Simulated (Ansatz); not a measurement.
Geometry optimisation, RKS PBE0-D4/def2-SVP in Ansatz 0.2.0.

The input (input.yaml):

```yaml
crystal:
  periodic: [false, false, false]
  atoms:
    - { symbol: Si, position_ang: [0.0, 0.0, 0.0] }
    - { symbol: Si, position_ang: [0.0, 0.0, 2.57] }
    - { symbol: H, position_ang: [-1.3148, -0.4067, 3.0574] }
    - { symbol: H, position_ang: [1.0096, -0.9353, 3.0574] }
    - { symbol: H, position_ang: [0.3052, 1.342, 3.0574] }
    - { symbol: H, position_ang: [1.3768, 0.0, -0.4862] }
    - { symbol: "N", position_ang: [-0.8572, 1.4851, -0.6061] }
    - { symbol: H, position_ang: [-1.8773, 1.43, -0.8888] }
    - { symbol: H, position_ang: [-0.3367, 2.4058, -0.6766] }
    - { symbol: "N", position_ang: [-0.8572, -1.4851, -0.6061] }
    - { symbol: H, position_ang: [-1.3922, -2.1014, 0.0704] }
    - { symbol: H, position_ang: [-0.8219, -1.7344, -1.6357] }
    - { symbol: F, position_ang: [0.7033, -1.65, 0.596] }
    - { symbol: H, position_ang: [0.5424, -1.2726, 1.7088] }
basis:
  gaussian: { orbitals: def2-SVP }
hamiltonian:
  xc: pbe0
  dispersion: d4
relax:
  f_tol: 0.15
  max_steps: 25
  restrain:
    - { distance: [0, 12], at: 2.79, k: 30.0 }
    - { distance: [13, 1], at: 2.66, k: 30.0 }
    - { distance: [0, 1], at: 2.22, k: 30.0 }
    - { distance: [13, 12], at: 0.92, k: 30.0 }
output:
  orbitals: {}
```

Command:

```bash
$ ansatz run input.yaml --threads 4 --pin off --max-ram 5120MiB --backend cpu --events-out ev --progress --plain --runs-dir out
```

Where does it end, and by what steps?

It converged. The restraints hold the end off the free minimum. After 11 steps the energy has fallen by 4.543 eV (the restraints' own energy left out); H14 moved furthest, 1.05 Å. Parted: Si1–F13, Si2–H14. Joined: F13–H14.

```
step  energy less start (eV)  largest force component (eV/Å)  accepted
   0                  0.0000                           6.219       yes
   1                 -1.8488                           4.746       yes
   2                 -2.3655                           3.879       yes
   3                 -2.8295                           4.294       yes
   4                 -3.7155                           2.530       yes
   5                 -4.2975                           1.701       yes
   6                 -4.3938                           1.528       yes
   7                 -4.4049                           2.205        no
   8                 -4.4554                           1.393       yes
   9                 -4.4881                           1.326       yes
  10                 -4.5273                           1.391       yes
  11                 -4.5429                           1.275       yes
```

```xyz
14
Properties=species:S:1:pos:R:3
Si -0.126 0.052 0.040
Si -0.209 0.118 2.299
H -1.532 -0.283 2.877
H 0.807 -0.791 2.964
H 0.120 1.488 2.808
H 1.320 0.112 -0.371
N -0.842 1.468 -0.665
H -1.811 1.684 -0.457
H -0.290 2.300 -0.843
N -1.138 -1.252 -0.483
H -0.923 -2.166 -0.096
H -1.281 -1.324 -1.487
F 1.101 -2.318 0.889
H 1.284 -2.009 1.743
```

Whether the end is a true minimum wasn't checked by a vibrational analysis.

Run time: 11 s on 4 threads of AMD EPYC 9R45 96-Core Processor (Zen 5), on a shared host, peak memory 0.32 GiB.
